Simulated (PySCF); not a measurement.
C₄H₄ClF, SMILES CC(Cl)=C=CF. Geometry: PBE-D3(BJ)/def2-SVP. This is a generated structure with no PubChem entry under its InChIKey; it may be hypothetical.

Level of theory: PBE-D3(BJ)/def2-SVP (PySCF 2.14.0).

Harmonic wavenumbers (cm⁻¹): 104, 124, 186, 276, 301, 419, 480, 555, 650, 809, 895, 996, 1055, 1090, 1230, 1331, 1382, 1388, 1435, 2027, 2975, 3057, 3091, 3095. Rotational constants (GHz): 5.209, 1.382, 1.152; symmetry number 1.

Question: Work out the zero-point energy and the ideal-gas rigid-rotor harmonic-oscillator thermochemistry at 298.15 K and 1 atm.

Answer: ZPE = ½ Σ hcν = ½ × 28951 cm⁻¹ = 41.39 kcal/mol. H − E(el) = 46.26 kcal/mol. Entropy in cal/(mol K): translation 39.91, rotation 28.05, vibration 14.86, total 82.82. G − E(el) = 21.57 kcal/mol. Cp = 24.63 cal/(mol K). Modes under 150 cm⁻¹ make the vibrational entropy uncertain.
